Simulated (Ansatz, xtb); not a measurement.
Isomers of C2H9ClGeSi in order of energy

4 gas-phase structures of C2H9ClGeSi, from a drawn sample of its isomers (lower ones may exist). Each was relaxed with GFN2-xTB; where two conformers were screened, the lower at r2SCAN-D4/def2-SVP is listed:

A. `C[Si@@H](Cl)[CH2][GeH3]`, a singlet
B. `ClC[SiH2][CH2][GeH3]`, a singlet
C. `C[SiH2][C@@H](Cl)[GeH3]`, a singlet
D. `C[Si](C)(Cl)[GeH3]`, a singlet

Task: Make a reasoned guess at their ranking by r2SCAN-D4/def2-SVP single-point energy.

Result: Calculated order at r2SCAN-D4/def2-SVP: D (0.0), A (6.2), B (49.4), C (50.2) kcal/mol. Less than 1 kcal/mol parts B and C, so the order within that pair means little.

Energies above the lowest of each column, in kcal/mol; the last columns are at B3LYP-D3(BJ)/def2-SVP geometries and were run for some of them only (a dash: not run or not comparable):

```json
{"structure": "D", "GFN2-xTB": "0.0", "HF/STO-3G": "0.0", "r2SCAN-D4/def2-SVP": "0.0", "B3LYP-D3(BJ)/def2-SVP": "0.0", "CCSD(T)/def2-SVP + ΔMP2/def2-TZVPP": "0.0"}
{"structure": "A", "GFN2-xTB": "5.1", "HF/STO-3G": "8.4", "r2SCAN-D4/def2-SVP": "6.2", "B3LYP-D3(BJ)/def2-SVP": "6.6", "CCSD(T)/def2-SVP + ΔMP2/def2-TZVPP": "4.5"}
{"structure": "B", "GFN2-xTB": "37.2", "HF/STO-3G": "52.4", "r2SCAN-D4/def2-SVP": "49.4", "B3LYP-D3(BJ)/def2-SVP": "–", "CCSD(T)/def2-SVP + ΔMP2/def2-TZVPP": "–"}
{"structure": "C", "GFN2-xTB": "35.8", "HF/STO-3G": "52.3", "r2SCAN-D4/def2-SVP": "50.2", "B3LYP-D3(BJ)/def2-SVP": "–", "CCSD(T)/def2-SVP + ΔMP2/def2-TZVPP": "–"}
```

Every level run on D puts it lowest or level with the lowest. Some further structures that were screened fall inside this span and aren't listed. Flexible structures stand in one conformer each, not always the lowest. D keeps a small imaginary mode. Frequencies (GFN2-xTB) were run for A, D alone. ΔMP2 is the change of the MP2 energy from the smaller to the larger basis.

Over these structures GFN2-xTB departs from r2SCAN-D4/def2-SVP by 6.4 kcal/mol on average once a common shift is removed. A GFN2-xTB relaxation took about 0.17 s and the r2SCAN-D4/def2-SVP energy about 3 s on a shared host (Ansatz 0.2.0, xtb 6.7.1).
